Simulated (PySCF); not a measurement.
**Fine-structure interval along the 5-electron series**

Calculated with PySCF 2.14 and a two-component X2C-1e Hamiltonian (Gaussian nucleus, no Breit or QED terms), each ion in its own even-tempered basis scaled to its charge; GMP2 freezes nothing and drops the highest virtual spinors. Values in cm⁻¹.

```tsv
ion	configuration	GHF (screened spin-orbit)	GMP2 (screened spin-orbit)	GHF (bare spin-orbit)
Zr³⁵⁺	[He] 2s2 2p1	801930	797250	845270
Mo³⁷⁺	[He] 2s2 2p1	989870	984510	1040900
```

(1) Fill in the row of Nb³⁶⁺.

Answers

(1) configuration: [He] 2s2 2p1; GHF (screened spin-orbit): 892090; GMP2 (screened spin-orbit): 887080; GHF (bare spin-orbit): 939150.
